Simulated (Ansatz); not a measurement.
Two structures of SnH4BrF, closed shell, reached by relaxing down either side of one saddle point (PBE0-D4/def2-TZVP). Energies are electronic, without zero-point energy. Computed with Ansatz 0.2.0 (basis: def2-TZVPP and def2-QZVPP); correlated methods freeze the cores. Filled d shells of the heavier atoms are correlated. Core potentials replace the inner electrons of the atoms past krypton. The def2 sets are not built for correlating such inner shells, so the correlated values are less sure here. Extrapolation: Hartree–Fock as exp(−7.88 √X), correlation as X^−2.97. First:

| atom | x (Å) | y (Å) | z (Å) |
| --- | --- | --- | --- |
| Sn1 | -0.6385 | -0.9398 | -0.0316 |
| F2 | 1.1453 | -0.2268 | -0.3648 |
| H3 | -0.4749 | -2.5807 | -0.4352 |
| H4 | -1.6314 | -0.0504 | -1.0808 |
| H5 | -0.8913 | -0.6407 | 1.6189 |
| H6 | 1.3597 | 1.5319 | -0.0359 |
| Br7 | 1.1311 | 2.9066 | 0.3294 |

Second:

Sn1  (-1.082, -0.289, 0.227)
F2  (2.670, -0.130, -0.739)
H3  (-0.032, -1.492, -0.338)
H4  (-2.358, 0.064, -0.836)
H5  (-1.606, -0.529, 1.825)
H6  (2.120, 0.562, -0.446)
Br7  (0.288, 1.813, 0.307)
(Å)

**Question.** Which bonds change from the first to the second?

**Answer.** SnH₃F ([F][SnH3]) + HBr → SnH₃Br ([Br][SnH3]) + HF; bonds formed: Sn1–Br7, F2–H6; bonds broken: Sn1–F2, H6–Br7.

**Question.** Give the saddle point's structure and its height above each. (Judge from chemistry; the value comes from the calculation.)

**Answer.** The calculation gives: 10.24 kcal/mol above the first and 22.99 kcal/mol above the second (CCSD(T) at an estimated basis limit (MP2 extrapolated from triple and quadruple zeta, plus CCSD(T) − MP2 in triple zeta)).
```xyz
7
angstrom
Sn -0.5925 -0.5497 0.0394
F 1.4573 -0.2006 -0.4448
H -0.2760 -2.1684 -0.4065
H -1.6179 0.2041 -1.0721
H -0.8564 -0.4105 1.7028
H 1.3886 0.8726 -0.1835
Br 0.4969 2.2526 0.3647
```

T1 diagnostic: at most 0.012. The end structure is not quite a true minimum (one mode of 41i cm⁻¹).

Labels in which every atom is bracketed show which atoms are joined, not bond orders.

For scale, one of the runs: CCSD(T)/def2-TZVPP, 185 basis functions, launched by `ansatz run in.yaml --threads 4 --pin off --events-out ev --progress --plain --max-ram 9574MiB`. Time: 83 s of wall clock on 4 CPU threads of an Arm Neoverse V2; the host was shared. Peak host memory: 2.3 GiB.
